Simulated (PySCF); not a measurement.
Computed spin Hamiltonian

C₇H₁₀ (charge -1 and doublet state).
SMILES with atom numbers: `[CH2-:1][CH:2][C@H:3]1[CH:4]=[C:5]([CH3:6])[CH2:7]1` (hydrogens: H8, H9 on C1; H10 on C2; H11 on C3; H12 on C4; H13, H14, H15 on C6; H16, H17 on C7)

Cartesian coordinates in Å at the GFN2-xTB level; atoms count from 1:
```xyz
17
C7H10 angstrom
C     -3.012    0.212   -0.112
C     -1.708    0.450    0.247
C     -0.715   -0.609    0.539
C      0.244   -0.735   -0.624
C      1.331   -0.279    0.115
C      2.649    0.334   -0.206
C      0.517   -0.177    1.384
H     -3.639    0.980   -0.543
H     -3.447   -0.773   -0.031
H     -1.305    1.448    0.105
H     -1.211   -1.535    0.873
H      0.049   -0.775   -1.688
H      2.651    1.435   -0.093
H      3.449   -0.045    0.446
H      2.923    0.111   -1.239
H      0.798   -0.860    2.202
H      0.419    0.830    1.809
```

The hyperfine couplings belong to this conformer and change with its torsions.

Method used: UKS B3LYP, pcH-1 on C H, non-relativistic, mean-field spin-orbit, GIAO (PySCF 2.14.0). Whether the extra electron is bound in the gas phase wasn't checked; a finite basis holds it in any case. Couplings are sensitive to structure, and on GFN2-xTB geometries they can be far from those on DFT ones, by a factor of two or more for some ions and for spin on atoms past the first row. No stability test was run, so a lower SCF solution isn't excluded.

- g1, g2, g3: 2.00257, 2.00265, 2.00277
- g_iso: 2.00266
- Form of g: rhombic: the two nearest values differ by 38 % of g3 − g1
- ⟨S²⟩: 0.7562 (exact 0.7500)
- α and β electrons: 27, 26
- Basis functions: 275

Isotropic coupling and dipolar principal values T1 to T3, in 10⁻⁴ cm⁻¹; ρ(0) is the spin density at the nucleus (1 × 10⁻⁴ cm⁻¹ = 2.998 MHz):

| atom | isotope | a_iso | T1 | T2 | T3 | Mulliken spin population | ρ(0) (bohr⁻³) |
| --- | --- | --- | --- | --- | --- | --- | --- |
| C1 | 13C | 5.8 | -6.8 | -6.5 | 13.4 | 0.27 | 0.0154 |
| C2 | 13C | 13.7 | -5.5 | -4.8 | 10.3 | 0.18 | 0.0364 |
| C3 | 13C | -0.6 | -0.5 | 0.2 | 0.3 | -0.03 | -0.0015 |
| C4 | 13C | 26.5 | -6.1 | -4.3 | 10.4 | 0.20 | 0.0706 |
| C5 | 13C | 14.8 | -10.9 | -10.7 | 21.6 | 0.34 | 0.0395 |
| C6 | 13C | 2.9 | -0.7 | -0.1 | 0.8 | -0.03 | 0.0077 |
| C7 | 13C | -3.2 | -0.5 | 0.0 | 0.4 | -0.03 | -0.0085 |
| H8 | 1H | -4.9 | -3.5 | 0.3 | 3.2 | -0.01 | -0.0033 |
| H9 | 1H | -5.6 | -3.3 | 0.3 | 3.1 | -0.01 | -0.0037 |
| H10 | 1H | -4.5 | -2.3 | -0.4 | 2.7 | -0.01 | -0.0030 |
| H11 | 1H | 6.7 | -0.8 | 0.3 | 0.6 | 0.01 | 0.0045 |
| H12 | 1H | -3.0 | -2.7 | 0.0 | 2.7 | 0.00 | -0.0020 |
| H13 | 1H | 19.7 | -1.1 | -0.7 | 1.8 | 0.09 | 0.0132 |
| H14 | 1H | 8.0 | -1.1 | -0.5 | 1.6 | 0.00 | 0.0053 |
| H15 | 1H | 1.4 | -1.0 | -0.6 | 1.6 | 0.00 | 0.0009 |
| H16 | 1H | 11.2 | -0.7 | -0.5 | 1.3 | 0.02 | 0.0075 |
| H17 | 1H | 8.4 | -0.9 | 0.0 | 0.9 | 0.01 | 0.0056 |

The largest Mulliken spin populations are on C5 (+0.34), C1 (+0.27), C4 (+0.20) and C2 (+0.18). Four atoms exceed +0.15.

The SMILES `[CH2-][CH][C@H]1C=C(C)C1` draws the unpaired electron on C2, whose computed spin population is only +0.18.

Axes: g1 points within 9° of the C4–H12 bond and g3 points within 7° of the C5–C6 bond.

Under fast tumbling the dipolar parts average out, and these isotropic splittings remain (the largest six): 1 × 1H (H16, I = 1/2, 2 lines) with 1.20 mT, 3 × 1H (H13/H14/H15, I = 1/2, 4 lines) with 1.04 mT, 1 × 1H (H17, I = 1/2, 2 lines) with 0.89 mT, 1 × 1H (H11, I = 1/2, 2 lines) with 0.71 mT, 1 × 1H (H9, I = 1/2, 2 lines) with 0.60 mT and 1 × 1H (H8, I = 1/2, 2 lines) with 0.53 mT.

Nuclei that the bonding pattern makes equivalent are averaged, as if the motion that swaps them (rotation, inversion, ring flip) were fast. H8 and H9 aren't averaged: C1 is flat or nearly so (angle sum 360°), and its turn about the short C1–C2 bond (1.37 Å) is taken as slow. The three 1H nuclei of mean +29.0 MHz run from 4.1 to 59.1 MHz in the frozen geometry.

The 13C coupling of C4 (79.4 MHz) shows only in satellite lines or after enrichment, since that isotope makes up about 1.07 % of natural carbon.

Examples of negative spin density at the nucleus (bohr⁻³): C7 (-0.0085), H9 (-0.0037) and H8 (-0.0033).
